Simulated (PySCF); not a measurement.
## Structure elucidation problem

An unknown has the formula C5H10B2Cl2. Its calculated NMR data are:

1H NMR (300 MHz, computed): δ 7.66 (br, 1H), 2.11 (m, 1H), 2.03 (m, 1H), 2.01 (m, 1H), 2.00 (m, 1H), 1.72 (m, 1H), 1.68 (m, 1H), 1.24 (m, 1H), 0.78 (m, 1H), 0.62 (m, 1H).

13C{1H} NMR (computed): δ 38.0 (CH), 33.5 (CH2), 31.2 (CH2), 29.5 (CH2), 25.0 (CH2).

[PySCF 2.14: geometry from PBE0-D3(BJ)/def2-SVP; shieldings: GIAO PBE0/pcSseg-1; single conformer; non-relativistic; isolated molecule; one averaged value for each set of equivalent atoms]

Referencing at the same level of theory: TMS for 1H (σ = 31.27 ppm), 13C (σ = 184.41 ppm).

Problem. Propose a structure and justify it.

Solution. 
- 5 carbon signals for 5 carbons: no two carbons are equivalent.
- Carbon types of the structure: 1 × CH, 4 × CH2, leaving 1 H on heteroatoms.
- δC 38.0: sp3 CH bonded to B.
- δC 33.5, 25.0: sp3 CH2 in a ring; a saturated carbon with 2 carbon neighbours and no heteroatom attached.
- δC 31.2, 29.5: sp3 CH2 bonded to B.
- δH 7.66: hydrogen on a boron bonded to 2 C, in a 6-membered ring.
- δH 2.11, 2.03, 0.78, 0.62: hydrogen on an sp3 CH2 bonded to B.
- δH 2.01: hydrogen on an sp3 CH bonded to B.
- δH 2.00, 1.72, 1.68, 1.24: hydrogen on an sp3 CH2 in a ring.

The compound is SMILES ClB(Cl)[C@@H]1CBCCC1.

This is the structure that produced the data.

Hydrogens on boron are broadened and split by 11B (spin 3/2, 80 %) and 10B (spin 3). A carbon bonded to boron is broadened by the quadrupolar boron nucleus and is often missing from a measured spectrum. Shifts are as computed. Against solution values, carbons near 30 ppm lie about +2 ppm off and those near 130 ppm about +5 ppm. Of 1211 compounds with measured shifts, 218 miss one by over three times the rms of a fit or turn the order of signals round; such compounds aren't used in these exercises. Multiplicities follow the n + 1 count of equivalent neighbours, as no J values were calculated; m marks all less simple cases, F and P coupling included.
